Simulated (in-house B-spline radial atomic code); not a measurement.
# The strontium ion Sr⁵⁺: [Ar] 3d10 4s2 4p3

Level of theory: non-relativistic OLYP, spin-polarised, spherical fractional occupations, point nucleus; calculated with a radial B-spline atomic code at the basis-set limit.

Effective charges: Z_r = [3n² - l(l+1)]/(2<r>) from the radius, Z_e = n√(-2ε) from the energy, and Slater's rules. Values are occupation-weighted means over spin.

| shell | electrons | ε (eV) | <r> (bohr) | Z_r | Z_e | Slater |
| --- | --- | --- | --- | --- | --- | --- |
| 1s | 2 | -15679 | 0.04019 | 37.32 | 33.95 | 37.70 |
| 2s | 2 | -2153.2 | 0.177 | 33.90 | 25.16 | 33.85 |
| 2p | 6 | -1968.2 | 0.1522 | 32.85 | 24.05 | 33.85 |
| 3s | 2 | -387.99 | 0.5022 | 26.88 | 16.02 | 26.75 |
| 3p | 6 | -320.16 | 0.5016 | 24.92 | 14.55 | 26.75 |
| 3d | 10 | -197.44 | 0.4924 | 21.32 | 11.43 | 16.85 |
| 4s | 2 | -97.341 | 1.296 | 18.53 | 10.70 | 11.30 |
| 4p | 3 | -81.411 | 1.397 | 16.46 | 9.78 | 11.30 |

The least bound orbital is 4p up at -81.41 eV, and it is also the most diffuse (<r> = 1.397 bohr).
